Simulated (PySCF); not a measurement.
## Core-level binding energies of `C=CO[SiH2]S[SiH3]`

C2H8OSSi2.
Numbering: `[CH2:1]=[CH:2][O:3][SiH2:4][S:5][SiH3:6]`

Theory: delta-SCF UKS SCAN, pcX-2 on the ionised atom, pcseg-1 elsewhere, spin-free X2C (PySCF). Binding energies are ΔSCF values: E(core-ionised, relaxed orbitals) − E(ground state) at a fixed geometry, referred to the vacuum level.

Problem. List the computed XPS lines with their assignment.

Solution. 
| atom(s) | environment | level | binding energy (eV) | 2p1/2 (eV) | above the level's lowest (eV) | count |
| --- | --- | --- | --- | --- | --- | --- |
| S5 | sulfur bonded to 2 Si | S 1s | 2476.66 | – | 0.00 | 1 |
| Si4 | oxygen-bound silicon | Si 1s | 1847.89 | – | +0.58 | 1 |
| Si6 | SiH3 silicon | Si 1s | 1847.31 | – | 0.00 | 1 |
| O3 | silyl ether oxygen | O 1s | 538.69 | – | 0.00 | 1 |
| C2 | vinylic carbon bearing oxygen | C 1s | 292.38 | – | +2.24 | 1 |
| C1 | terminal =CH2 carbon | C 1s | 290.14 | – | 0.00 | 1 |
| Si4 | oxygen-bound silicon | Si 2p3/2 | 107.90 | 108.53 | +0.40 | 1 |
| Si6 | SiH3 silicon | Si 2p3/2 | 107.50 | 108.12 | 0.00 | 1 |

Lowest listed C 1s: C1, bonded to C (double bond) and 2 H. Highest, 2.24 eV above it: C2, bonded to O, C (double bond) and H. Summing the Pauling electronegativity differences to the bonded atoms, each weighted by its formal bond order, gives -0.70 for the lowest site and +0.54 for the highest.

The listed Si 1s values span 0.58 eV, from Si6 (bonded to S and 3 H) to Si4 (bonded to O, S and 2 H). Summing the Pauling electronegativity differences to the bonded atoms, each weighted by its formal bond order, gives +1.58 for the lowest site and +2.82 for the highest.

The listed Si 2p3/2 values span 0.40 eV, from Si6 (bonded to S and 3 H) to Si4 (bonded to O, S and 2 H). Summing the Pauling electronegativity differences to the bonded atoms, each weighted by its formal bond order, gives +1.58 for the lowest site and +2.82 for the highest.

Problem. Give the binding energy of O 1s of O3 in hartree and in kJ/mol.

Solution. 538.69 eV = 19.7965 Eh = 51976 kJ/mol.

Problem. Which effective nuclear charge Zeff reproduces each element's mean 1s value in the hydrogen-like formula E = 13.606 eV × Zeff²?

Solution. C (Z = 6): mean 291.3 eV, Zeff = 4.63, Z − Zeff = 1.37; O (Z = 8): mean 538.7 eV, Zeff = 6.29, Z − Zeff = 1.71; Si (Z = 14): mean 1847.6 eV, Zeff = 11.65, Z − Zeff = 2.35; S (Z = 16): mean 2476.7 eV, Zeff = 13.49, Z − Zeff = 2.51. Means run over the listed sites, weighted by atom count.

Not every level is listed. The unrestricted hole states depart most from a pure doublet (⟨S²⟩ = 0.75; over 0.85 named) for C 1s of C2 (0.85), which makes this value less certain. Spin–orbit coupling isn't in the SCF: each 2p doublet comes from a relaxed spin-free hole plus a matrix of the shell (mean-field spin–orbit coupling and the ground-state 2p splitting), with 2p3/2 averaged over its two sublevels. 2p1/2 minus 2p3/2 (ligand field included): Si 0.63 eV. One conformer (not necessarily the lowest) at the PBE0-D3(BJ)/def2-SVP geometry, without solvent, vibrations or thermal averaging.

Conformer computed: `[CH2:1]=[CH:2][O:3][SiH2:4][S:5][SiH3:6]`: C1–C2–O3–Si4 -1°, C2–O3–Si4–S5 -179°, O3–Si4–S5–Si6 -179°.
